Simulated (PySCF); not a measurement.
**Static response to an electric field**

C5H11FSi.
Geometry (GFN2-xTB, Å), atoms numbered from 1 in this order:
```
atom  x, y, z in Å
C1    -1.1063    1.4214    0.0972
C2    -1.2001   -0.0653    0.4354
C3    -1.6210   -0.8569   -0.8014
Si4    0.4427   -0.7166    1.1734
C5     1.7948   -0.5592   -0.1244
C6     2.7077    0.3912   -0.1067
F7     3.6561    0.5037   -1.0579
H8    -0.8514    2.0059    0.9785
H9    -2.0566    1.7871   -0.2900
H10   -0.3439    1.5948   -0.6600
H11   -1.9847   -0.1863    1.1902
H12   -0.8917   -0.7362   -1.5996
H13   -1.7103   -1.9170   -0.5746
H14   -2.5841   -0.5063   -1.1704
H15    0.3017   -2.1337    1.5290
H16    0.8001    0.0825    2.3508
H17    1.8285   -1.2674   -0.9414
H18    2.8100    1.1645    0.6403
```

Level: CAM-B3LYP/def2-SVPD (PySCF), static field, nuclei fixed, core orbitals frozen in the response. The polarisability tensor in these axes (au):

```
x   98.61  6.10 -1.05
y    6.10 84.66 -1.16
z   -1.05 -1.16 80.58
```

Problem. Diagonalise the tensor; give its mean and Δα, where Δα² is half the sum of the squared differences of the eigenvalues.

Solution. Principal values 80.24, 82.60 and 101.00 au; mean 87.95 au = 13.03 Å³ = 14.50 × 10⁻⁴⁰ C²·m²/J; Δα = 19.68 au (22 % of the mean).

Problem. What is the dipole moment, and where does it point?

Solution. (-1.43, 0.10, 0.69) D, 1.59 D in size, pointing from the negative to the positive side. Measured along this direction, the outermost atoms are F7 at the negative end and H11 at the positive end.

Problem. Find the Langevin capture rate constant for O2+ (31.990 u) meeting this molecule (118.061 u), k = 2.342 × 10⁻⁹ cm³/s × √(α in Å³ / reduced mass in u).

Solution. The reduced mass is 25.17 u, so k = 1.69 × 10⁻⁹ cm³/s. The formula leaves out the permanent dipole, which adds to the capture rate.

Problem. Refractivity n − 1 of an ideal gas of it at 350 K and 1 atm, from the electronic α?

Solution. N = p/kT = 2.0968 × 10¹⁹ cm⁻³, so n − 1 = 2π × N × 13.03 × 10⁻²⁴ cm³ = 1717 × 10⁻⁶ at long wavelengths.

Problem. In a dilute gas of rigid molecules at 400 K, how does the orientational term μ²/3kT compare with the electronic polarisability?

Solution. In Gaussian units μ²/3kT = 15.24 Å³ against 13.03 Å³, a ratio of 1.17; the Debye molar polarisation (4π/3)N_A(α + μ²/3kT) is 71.3 cm³/mol, leaving out the vibrational part.

Problem. What are the principal values of the traceless quadrupole moment, Θ = ½Σq(3rr − r²1), about the centre of nuclear charge?

Solution. -5.78, 0.38, 5.39 D·Å. The values depend on the origin, since the dipole doesn't vanish. The electronic extent ⟨r²⟩ about the same centre is 1292 bohr², a root-mean-square distance of 2.38 Å for the 64 electrons.

Problem. In TDDFT the mean static polarisability is Σ f/ω² over all singlet excitations (ω in hartree). How much of it do the 8 lowest give? Their energies (eV) and oscillator strengths: 6.94, 0.2920; 7.38, 0.0066; 7.55, 0.0434; 7.74, 0.0321; 7.87, 0.0111; 8.07, 0.0123; 8.17, 0.0171; 8.29, 0.0065.

Solution. They add up to 6.08 au, 6.9 % of the 87.95 au; the largest single term is 4.50 au, from the state at 6.94 eV. Terms in order: 4.50, 0.09, 0.56, 0.40, 0.13, 0.14, 0.19, 0.07 au. Higher excitations give the rest. The strengths listed sum to 0.421.

One conformer (not necessarily the lowest) at the GFN2-xTB geometry, without solvent, vibrations or thermal averaging.
